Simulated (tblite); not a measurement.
CH$_{3}$Cl$_{2}$Si (SMILES C[Si](Cl)Cl), doublet, at a GFN2-xTB geometry; GFN1-xTB with ALPB(water) run with tblite.

tblite was given this input:
```
$ tblite run mol.xyz --method gfn1 --charge 0 --spin 1 --alpb water --json tblite.json --no-restart

# file mol.xyz
7

C     -2.01893835    -0.48835810    -0.00921030
Si    -0.23081554    -0.09736185    -0.53333853
Cl     1.04857991    -1.42708373     0.33708838
Cl     0.27405550     1.77962342     0.08689332
H     -2.11035886    -0.42589345     1.07439724
H     -2.30897346    -1.48877870    -0.31358728
H     -2.72042203     0.21471190    -0.44649774
```

### Question
Write the output that tblite gives for this input, abridged.

### Answer

```
xTB calculator
 | screened Coulomb repulsion
 | Coulomb electrostatics
 |  * isotropic Klopman-Ohno-Mataga-Nishimoto electrostatics
 |  * onsite third-order electrostatics
 | DFT-D3(BJ) dispersion correction
 | Interactions (3)
 | [1] alpb/gbsa reaction field model
 | [2] cds contribution to solvation
 | [3] empirical free energy shift and standard state/solvent correction

halogen bonding energy    0.0000000000000E+00 Eh
repulsion energy          8.6276068770908E-02 Eh
dispersion energy        -2.9157259916245E-03 Eh
interaction energy        1.8594327776234E-04 Eh
number of electrons       2.5000000000000E+01 e
integral cutoff           2.8146159136829E+01 bohr

------------------------------------------------------------
  cycle        total energy    energy error   density error
------------------------------------------------------------
      1     -14.15288103641  -1.4236427E+01   4.8515266E-01
      2     -14.15336474837  -4.8371196E-04   2.8557561E-01
      3     -14.15307292696   2.9182141E-04   2.1857568E-02
      4     -14.15363990369  -5.6697672E-04   9.2102567E-03
      5     -14.15365277720  -1.2873513E-05   2.7363092E-03
      6     -14.15365319678  -4.1957481E-07   1.7042772E-04
      7     -14.15365322284  -2.6061404E-08   3.5792404E-05
      8     -14.15365322444  -1.6018689E-09   8.5772761E-06
------------------------------------------------------------

electronic energy        -1.4237199510496E+01 Eh
total energy             -1.4153653224439E+01 Eh

Post processing:
 | Mayer-Wiberg bond orders

[Info] JSON dump of results written to 'tblite.json'
```
